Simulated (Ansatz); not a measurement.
Cost and result for the atomization energy of `C=N[SiH2][SeH]` (9 atoms, 8 bonds).

Cartesian coordinates in Å:
```
C 0.4889 1.6144 -0.2316
N 0.9632 0.6236 0.3792
Si 0.3651 -1.0039 0.3339
Se -1.4809 -1.3539 -0.9742
H -0.3935 1.5629 -0.8874
H 0.9586 2.5990 -0.1289
H 0.0658 -1.3946 1.7301
H 1.4241 -1.8558 -0.2536
H -2.3912 -0.7917 0.0323
```

The species carries charge 0 and has multiplicity 1. Correlated methods include outer-core shells of Se, which these sets cover unevenly. Scalar relativity is left out up to krypton. All single points use the PBE0-D4/def2-TZVP geometry. It is one conformer, not always the lowest. Program: Ansatz. All runs use 4 threads of an Arm Neoverse V1 on a shared host. Times are those of one run each, without the atoms' runs, and a repeat can differ threefold. Electronic energies, without spin–orbit coupling; frozen cores. CCSD(T)/CBS adds CCSD(T) − MP2 in def2-TZVPP to the MP2 limit, and its time is that of the two runs behind it. T1 = 0.012. With those shells the extrapolation isn't a true limit. B3LYP takes the VWN-RPA correlation (the form of Gaussian; ORCA's B3LYP/G).

CCSD(T)/CBS is a level of theory with its own doubt, some kJ/mol a heavy atom from the limit and from the frozen cores, so smaller differences don't rank the functionals.

```csv
level,functions,wall time,atomization (kJ/mol),difference from CCSD(T)/CBS,per bond
LDA (SPW92)/def2-TZVPP,222,1.1 s,3471.6,429.6,53.7
BLYP-D4/def2-TZVPP,222,1.9 s,3048.7,6.7,0.8
PBE-D4/def2-TZVPP (with forces),222,2.3 s,3091.0,49.0,6.1
BHLYP-D4/def2-TZVPP,222,3 s,2950.9,-91.1,-11.4
B3LYP-D4/def2-TZVPP (with forces),222,4.1 s,3045.1,3.1,0.4
r2SCAN-D4/def2-TZVPP (with forces),222,4.6 s,3033.2,-8.8,-1.1
CCSD(T)/def2-SVP,103,4.6 s,2815.3,-226.7,-28.3
r2SCANh-D4/def2-TZVPP,222,4.7 s,3011.0,-31.0,-3.9
B2PLYP/def2-TZVPP,222,5 s,3000.2,-41.8,-5.2
ωB97X-V/def2-TZVPP,222,7.5 s,3053.4,11.4,1.4
MP2/def2-QZVPP,423,18 s,3031.2,-10.8,-1.3
CCSD(T)/def2-TZVPP,222,100 s,2944.2,-97.8,-12.2
CCSD(T)/CBS(def2),–,2 min,3042.0,0.0,0.0
```

Leaving LDA and LC-ωPBE aside and taking each functional with its dispersion term where it has one, the values spread over 140.1 kJ/mol, from BHLYP-D4 to PBE-D4. LDA lies +401.5 kJ/mol from PBE without D4, its usual overbinding. In def2-TZVPP, CCSD(T) changes the Hartree–Fock value by +826.8 kJ/mol (the triples alone add +52.9 kJ/mol) and MP2 by +856.0 kJ/mol; breaking electron pairs costs correlation energy, which Hartree–Fock lacks. From BLYP to BHLYP (50 % exact exchange), in def2-TZVPP and without D4, the atomization energy moves by −79.9 kJ/mol: exact exchange takes away binding that semilocal exchange gives to molecules.

For some Ge, Se and Sn compounds the MP2-based and the directly extrapolated limit differ by 10 to 25 kJ/mol.
